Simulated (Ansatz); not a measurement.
```yaml
crystal:
  periodic: [false, false, false]
  atoms:
    - {symbol: F, position_ang: [0.444763, -0.482462, 2.263570]}
    - {symbol: C, position_ang: [0.257986, -0.225362, 0.981442]}
    - {symbol: C, position_ang: [1.228196, -0.283506, 0.030117]}
    - {symbol: B, position_ang: [0.439338, 0.100624, -1.219070]}
    - {symbol: Si, position_ang: [-1.219643, 0.285852, -0.087936]}
    - {symbol: H, position_ang: [2.267767, -0.546837, 0.212929]}
    - {symbol: H, position_ang: [0.800089, 0.205950, -2.348444]}
    - {symbol: H, position_ang: [-2.326859, -0.709210, -0.118085]}
    - {symbol: H, position_ang: [-1.803138, 1.608551, 0.268378]}
basis:
  gaussian: {orbitals: def2-TZVPD, nuclear_model: gaussian}
total_charge: 1
magnetization: {spin_polarized: true, initial_magnetization: 1}
hamiltonian: {xc: {name: wB97X-D}}
```

```sh
$ ansatz run in.yaml --threads 2 --pin off --events-out ev --progress --plain --max-ram 4352MiB
```

It prints (some lines left out):

```
Error: YAML parse error: error: line 17 column 19: hamiltonian.xc: no functional is named "wB97X-D"; the names, which are not case-sensitive, are SVWN5, SPW92, PBE, PBE0, PBEsol, revPBE, revPBE0, RPBE, rPW86-PBE, HSE06, wPBEh, LC-wPBE, HISS, HF, BLYP, B3LYP, B3LYP5, BHLYP, CAM-B3LYP, r2SCAN, r2SCANh, r2SCAN0, r2SCAN50, m-r2SCAN, B97, wB97, wB97X, wB97X-V, B97M-V, wB97M-V, B2PLYP, B2GP-PLYP, PBE0-DH, PBE-QIDH
15 | total_charge: 1
16 | magnetization: {spin_polarized: true, initial_magnetization: 1}
17 | hamiltonian: {xc: {name: wB97X-D}}
```

In this input the method's name isn't one that the program takes here. The program refused the input.
